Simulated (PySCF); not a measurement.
Job file and geometry (Å, from GFN2-xTB) of an NMR shielding run on SMILES c1([O-])c(OC=O)cccc1, [C7H5O3]-, GIAO PBE0/pcSseg-1 NMR shielding, non-relativistic, gas phase in PySCF; density fitting, a coarse starting grid and PySCF grid level 2 are the driver's defaults:

```
$ OMP_NUM_THREADS=1 python probes_run.py task.json out

{"job": {"kind": "nmr", "xc": "PBE0", "basis": "pcSseg-1"}, "charge": -1, "multiplicity": 1}
O      3.476584     0.141678    -1.952747
C      2.438611     0.338610    -1.364948
O      1.497523    -0.570065    -1.266803
C      0.386976    -0.310528    -0.438271
C     -0.853728    -0.665928    -0.913636
C     -1.983919    -0.501063    -0.126591
C     -1.829607     0.020648     1.152242
C     -0.594432     0.369350     1.637363
C      0.606641     0.236750     0.874120
O      1.745184     0.558003     1.295092
H      2.195265     1.320013    -0.920342
H     -0.928583    -1.074380    -1.914240
H     -2.960124    -0.777321    -0.501989
H     -2.705941     0.153039     1.780105
H     -0.494863     0.769183     2.638736
```

Q: Write the output of this run.

A: 
```
coarse grid: 13960 points
cycle   1  E = -494.4937159433  dE =  2.084e+00  |g| = 1.199e+00  |ddm| = 3.983e+00
cycle   2  E = -493.6089918465  dE =  8.847e-01  |g| = 2.389e+00  |ddm| = 4.626e+00
cycle   3  E = -494.7443200377  dE = -1.135e+00  |g| = 4.028e-01  |ddm| = 3.908e+00
cycle   4  E = -494.7772940328  dE = -3.297e-02  |g| = 1.373e-01  |ddm| = 5.561e-01
cycle   5  E = -494.7803278375  dE = -3.034e-03  |g| = 5.454e-02  |ddm| = 1.600e-01
cycle   6  E = -494.7809536075  dE = -6.258e-04  |g| = 1.786e-02  |ddm| = 6.921e-02
cycle   7  E = -494.7810176515  dE = -6.404e-05  |g| = 6.385e-03  |ddm| = 2.036e-02
cycle   8  E = -494.7810251822  dE = -7.531e-06  |g| = 1.557e-03  |ddm| = 5.545e-03
final grid: 138944 points
cycle   9  E = -494.8708849567  dE = -5.071e-06  |g| = 1.660e-02  |ddm| = 3.864e-02
cycle  10  E = -494.8707680922  dE =  1.169e-04  |g| = 2.972e-02  |ddm| = 4.379e-02
cycle  11  E = -494.8709348330  dE = -1.667e-04  |g| = 3.296e-03  |ddm| = 3.268e-02
cycle  12  E = -494.8709369367  dE = -2.104e-06  |g| = 4.202e-04  |ddm| = 3.975e-03
cycle  13  E = -494.8709369652  dE = -2.848e-08  |g| = 1.766e-04  |ddm| = 4.657e-04
cycle  14  E = -494.8709369727  dE = -7.516e-09  |g| = 4.767e-05  |ddm| = 2.237e-04
cycle  15  E = -494.8709369731  dE = -4.592e-10  |g| = 2.347e-05  |ddm| = 6.670e-05
converged SCF energy = -494.8709369731

GIAO shielding tensors (ppm)
atom      isotropic    diamagn.    paramagn.     s11        s22        s33       span
  0 O      -79.971     395.959    -475.930   -369.744   -159.770    289.602    659.346
  1 C       17.310     247.952    -230.642    -75.956     52.212     75.673    151.629
  2 O       92.093     402.395    -310.302    -85.928    158.579    203.628    289.555
  3 C       37.513     258.668    -221.156    -26.094     39.301     99.331    125.425
  4 C       65.039     251.835    -186.796    -29.606     65.496    159.228    188.834
  5 C       88.311     253.637    -165.325      0.682     95.341    168.911    168.229
  6 C       57.495     253.902    -196.407    -54.877     61.387    165.976    220.853
  7 C       61.487     255.496    -194.009    -22.751     64.642    142.571    165.322
  8 C       17.115     241.777    -224.662    -55.016     -5.023    111.384    166.400
  9 O       31.100     402.457    -371.358   -223.843    -50.894    368.036    591.879
 10 H       22.868      29.592      -6.724     18.786     23.300     26.518      7.732
 11 H       25.103      31.808      -6.705     22.192     24.667     28.450      6.258
 12 H       26.404      31.566      -5.162     23.338     27.697     28.178      4.840
 13 H       25.141      30.808      -5.667     22.414     25.637     27.374      4.960
 14 H       25.376      31.979      -6.603     23.172     24.979     27.976      4.803
```

Size and cost of the density-fitted run: 195 basis functions, 43 s wall time on 1 thread of an Intel Xeon Platinum 8488C, shared host; peak memory 0.84 GiB.
